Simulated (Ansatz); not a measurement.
`[Br][Al]1[CH2][CH2]1` + H₂ → `[CH2]1[CH2][AlH]1` + HBr at 600 K and 1 bar (hydrogenolysis of the Al–Br bond).

Program: Ansatz. Geometries: PBE0-D4/def2-TZVP. ΔE: electronic, gas phase. CBS: MP2 limit from def2 TZ/QZ plus the TZ coupled-cluster correction, frozen cores. This one scheme is used for every species. For Br outer-core shells are correlated without core-valence functions, which leaves a few kJ/mol of doubt a bond. Scalar relativity is left out up to krypton.

```
               species  CCSD(T)/CBS energy (Eh)  H − E (kJ/mol)  S (J/(mol·K))
`[Br][Al]1[CH2][CH2]1`              -2893.85018           187.0          391.3
                    H₂                 -1.17544            43.9          150.8
   `[CH2]1[CH2][AlH]1`               -321.05314           194.3          336.2
                   HBr              -2573.91920            33.5          219.1
```

H − E and S are ideal-gas, rigid-rotor, harmonic terms from PBE0-D4/def2-TZVP. The MP2-based limit puts H₂ 0.8 mEh under its directly extrapolated value; such offsets cancel only in part. 1 Eh = 2625.50 kJ/mol, R = 8.31446 J/(mol·K).

Problem. By hand: ΔE, ΔH, ΔS and ΔG.

Solution. ΔE = (-321.05314) + (-2573.91920) − (-2893.85018) − (-1.17544) = 0.05328 Eh = 139.9 kJ/mol. Δ(H − E) = 194.3 + 33.5 − 187.0 − 43.9 = -3.1, so ΔH = 136.8 kJ/mol. ΔS = 336.2 + 219.1 − 391.3 − 150.8 = 13.2 J/(mol·K). ΔG = 136.8 − 600 × (13.2)/1000 = 128.9 kJ/mol.

Problem. By hand: the equilibrium constant, and the temperature at which ΔG would vanish if ΔH and ΔS stayed fixed.

Solution. log₁₀ K = −ΔG/(RT ln 10) = -11.2. ΔG = 0 at ΔH/ΔS = 10364 K, far beyond where these terms or the molecules hold.

The number of gas molecules stays the same, so ΔS is small and ΔH decides. A doubt of 5 kJ/mol in ΔE shifts log₁₀ K by 0.4 here. These are equilibria of isolated gas molecules and say nothing of rates. Largest T1 diagnostic: 0.011 (customary marks: 0.02 for closed shells, 0.045 for open ones).
